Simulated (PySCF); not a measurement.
C₆ coefficients of unlike pairs at r2SCANh

Calculated with PySCF 2.14 from the dipole response of each species, C₆(A,B) = (3/π) ∫ α_A(iu) α_B(iu) du, in atomic units, from isotropic polarisabilities. For ions this is the dispersion term alone; charge-induced terms of lower order in 1/R come first.

| species | configuration | basis | relativity | α (bohr³) | C₆ (like pair) |
| --- | --- | --- | --- | --- | --- |
| Ga⁺ | [Ar] 3d10 4s2 (1S) | aug-cc-pVTZ-PP with ECP10MDF (6s5p4d2f) | core potential | 18.17 | 93.60 |
| V⁺ | [Ar] 3d4 (5D) | aug-cc-pVTZ-DK (8s7p5d3f2g) | spin-free X2C | 16.61 | 63.59 |
| Mg²⁺ | [Ne] (1S) | def2-QZVPPD (9s5p5d2f) | none | 0.4839 | 0.5729 |
| Hf³⁺ | [Xe] 4f14 5d1 (2D) | def2-QZVPPD with the def2 core potential (60 electrons) (7s6p4d3f2g) | core potential | 6.379 | 26.62 |

Task: Estimate C₆ for Hf³⁺ with Mg²⁺.

Result: The integral gives 3.424. The combination rule 2 C_A C_B / (C_A α_B/α_A + C_B α_A/α_B) gives 3.187 and the geometric mean 3.905.

No spin-orbit coupling is included.

The other pairs:

```json
{"pair": "Hf³⁺, V⁺", "C₆": "38.73"}
{"pair": "Mg²⁺, Ga⁺", "C₆": "4.734"}
{"pair": "V⁺, Ga⁺", "C₆": "76.17"}
{"pair": "Mg²⁺, V⁺", "C₆": "4.407"}
{"pair": "Hf³⁺, Ga⁺", "C₆": "45.36"}
```
